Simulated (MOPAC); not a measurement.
Job for MOPAC: PM3 on SnH, 2S+1 = 2, a spin state set in the input, which need not be the lowest, a point of a bond scan (R = 1.947 Å).

```
PM3 1SCF PRECISE CHARGE=0 UHF MS=0.5 THREADS=1
HSn

H      0.00000000 1     0.00000000 1     0.00000000 1
Sn     0.00000000 1     0.00000000 1     1.94674300 1
```

The log:

```
*******************************************************************************
 **                                                                           **
 **                              MOPAC v23.2.5                                **
 **                                                                           **
 *******************************************************************************
 ** MOPAC's Digital Object Identifier: https://doi.org/10.5281/zenodo.6511958 **
 **                                                                           **
 ** Please cite the open-source release paper for use of this MOPAC version:  **
 ** J. E. Moussa and J. J. P. Stewart (2026)                                  **
 ** MOPAC: An open-source semiempirical molecular orbital program             **
 ** J. Open Source Softw., 11(119), 8025, https://doi.org/10.21105/joss.08025 **
 *******************************************************************************

                              PM3 CALCULATION RESULTS

 *******************************************************************************
 *  PM3        - The PM3 Hamiltonian to be used
 *  UHF        - UNRESTRICTED HARTREE-FOCK CALCULATION
 *
 *
 *
 *                 CHARGE ON SYSTEM = 0
 *
 *
 *
 *  MS=        - IN MECI, MAGNETIC COMPONENT OF SPIN =  0.5
 *  PRECISE    - TIGHTER CRITERIA TO BE USED
 *  1SCF       - DO 1 SCF AND THEN STOP
 *  THREADS=1  - MULTI-THREADING NOT USED
 *  T=         - A TIME OF 172800.0 SECONDS REQUESTED
 *  DUMP=N     - RESTART FILE WRITTEN EVERY 7200.0 SECONDS REQUESTED
 *******************************************************************************
PM3 1SCF PRECISE CHARGE=0 UHF MS=0.5 THREADS=1
 HSn

   ATOM   CHEMICAL          X               Y               Z
  NUMBER   SYMBOL      (ANGSTROMS)     (ANGSTROMS)     (ANGSTROMS)

     1       H          0.00000000  *   0.00000000  *   0.00000000  *
     2      Sn          0.00000000  *   0.00000000  *   1.94674300  *



          CARTESIAN COORDINATES

    NO.       ATOM           X           Y           Z

     1         H          0.0000      0.0000      0.0000
     2        Sn          0.0000      0.0000      1.9467

  H: (PM3): J. J. P. STEWART, J. COMP. CHEM. 10, 209 (1989).
 Sn: (PM3): J. J. P. STEWART, J. COMP. CHEM. 12, 320-341 (1991).

           Empirical Formula: H Sn  =     2 atoms



      MOLECULAR POINT GROUP   :   C*v


          UHF CALCULATION, NO. OF ALPHA ELECTRONS =    3
                           NO. OF BETA  ELECTRONS =    2

 -------------------------------------------------------------------------------
 PM3 1SCF PRECISE CHARGE=0 UHF MS=0.5 THREADS=1
 HSn



     1SCF WAS SPECIFIED, SO BFGS WAS NOT USED
     SCF FIELD WAS ACHIEVED


                              PM3 CALCULATION
                                                       MOPAC v23.2.5 Linux




          FINAL HEAT OF FORMATION =         72.35251 KCAL/MOL =     302.72289 KJ/MOL


          COSMO AREA              =         83.17 SQUARE ANGSTROMS
          COSMO VOLUME            =         70.92 CUBIC ANGSTROMS

          IONIZATION POTENTIAL    =          7.437995 EV
          ALPHA SOMO LUMO (EV)    =         -7.438 -2.502
          BETA  SOMO LUMO (EV)    =         -9.344 -2.228
          NO. OF ALPHA ELECTRONS  =          3
          NO. OF BETA  ELECTRONS  =          2
          MOLECULAR WEIGHT        =        119.6979         POINT GROUP:  C*v

          MOLECULAR DIMENSIONS (Angstroms)

            Atom       Atom       Distance
           Sn     2    H     1     1.94674
           Sn     2    H     1     0.00000
            H     1   Sn     2     0.00000


          SCF CALCULATIONS        =          1





   ATOM   CHEMICAL          X               Y               Z
  NUMBER   SYMBOL      (ANGSTROMS)     (ANGSTROMS)     (ANGSTROMS)

     1       H          0.00000000  *   0.00000000  *   0.00000000  *
     2      Sn          0.00000000  *   0.00000000  *   1.94674300  *

                             CARTESIAN COORDINATES

   1    H        0.000000000     0.000000000     0.000000000
   2   Sn        0.000000000     0.000000000     1.946743000


           Empirical Formula: H Sn  =     2 atoms



      MOLECULAR POINT GROUP   :   C*v


          ALPHA EIGENVALUES
 -13.12727  -9.68721  -7.43800  -2.50158   0.76455


           BETA EIGENVALUES
 -12.64350  -9.34356  -2.22766  -1.73606   0.73622


              NET ATOMIC CHARGES AND DIPOLE CONTRIBUTIONS

  ATOM NO.   TYPE          CHARGE      No. of ELECS.   s-Pop       p-Pop
    1          H          -0.196601        1.1966     1.19660
    2         Sn           0.196601        3.8034     1.89882     1.90458
 DIPOLE           X         Y         Z       TOTAL
 POINT-CHG.     0.000     0.000     1.838     1.838
 HYBRID         0.000     0.000    -2.218     2.218
 SUM            0.000     0.000    -0.380     0.380


          ATOMIC ORBITAL ELECTRON POPULATIONS

     Atom    s        px        py        pz
    1  H   1.19660
    2 Sn   1.89882   1.00000   0.00000   0.90458


                    (SZ)    =    0.500000
                    (S**2)  =    0.755176


          ATOMIC ORBITAL SPIN POPULATIONS

    Atom   Total    s     px     py     pz
         Atomic
    1  H -0.0675 -0.068
    2 Sn  1.0675  0.015  1.000  0.000  0.053

 **********************
 *                    *
 * JOB ENDED NORMALLY *
 *                    *
 **********************




 == MOPAC DONE ==
```

The run finished.

Cost: roughly 0.03 core-seconds.
